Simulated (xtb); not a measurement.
ClH4NOSi, SMILES N[SiH](O)Cl. All values are semi-empirical tight-binding results from xtb (GFN2-xTB unless named), good for trends rather than for accurate numbers. The structure is a stationary point at GFN2-xTB. One conformer was computed; it need not be the lowest.

Optimised geometry:

```xyz
8

Si     0.1864     0.0875     0.5153
N      1.7327    -0.4979     0.0835
O      0.1574     1.7095     0.3965
Cl    -1.1567    -0.7272    -0.7582
H     -0.1377    -0.3228     1.8723
H      2.5551    -0.0280     0.4188
H      1.8966    -0.9224    -0.8133
H     -0.6476     2.2186     0.4405
```

**Question.** Estimate the properties. (The exact figures need the calculation; the answer reports its results.)

**Answer.** 
The orbital gap is 6.61 eV and the dipole moment is 2.10 D. The zero-point energy is 30.2 kcal/mol and the G − E(el) at 298.15 K (modified RRHO) is 11.0 kcal/mol. The static polarisability (D4 model) is 60.2 bohr³ and the solvation energy, GFN2-xTB/ALPB(water) is -7.2 kcal/mol. The solvation energy, GFN2-xTB/ALPB(acetone) is -7.7 kcal/mol.

Computed atomic charges and the Wiberg bond orders between heavy atoms:
charges (e) Si1 0.57, N2 -0.39, O3 -0.46, Cl4 -0.30, H5 -0.06, H6 0.16, H7 0.17, H8 0.31. Bond orders Si1–N2 1.16, Si1–O3 1.18, Si1–Cl4 0.99.
